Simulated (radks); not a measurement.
Results of a calculation; reference values are marked as such.
Spin polarisation of the 5p3 shell in Xe3+. Start: [Kr] 4d10 5s2 5p(up 1.5, down 1.5); electrons of 5p are moved from spin down to spin up, other shells keep equal spins. Code: a radial shooting solver on a logarithmic mesh with Libxc functionals. Model: non-relativistic Kohn-Sham, PBE, spin-polarised, spherical densities, point nucleus.

moment (Bohr magnetons)  E - E(0) (eV)  e(5p up) (eV)  e(5p down) (eV)  5s down minus up (eV)
0                                0.000        -36.739          -36.739                  0.000
0.75                            -0.131        -37.070          -36.369                  0.686
1.5                             -0.527        -37.367          -35.958                  1.379
2.25                            -1.190        -37.632          -35.505                  2.081
3                               -2.122        -37.865          -35.022                  2.783

At moment 3 the spin-polarisation energy is -2.122 eV and the 5p exchange splitting 2.843 eV, that is 0.948 eV per Bohr magneton; E = -I m^2/4 would give I = 0.943 eV.
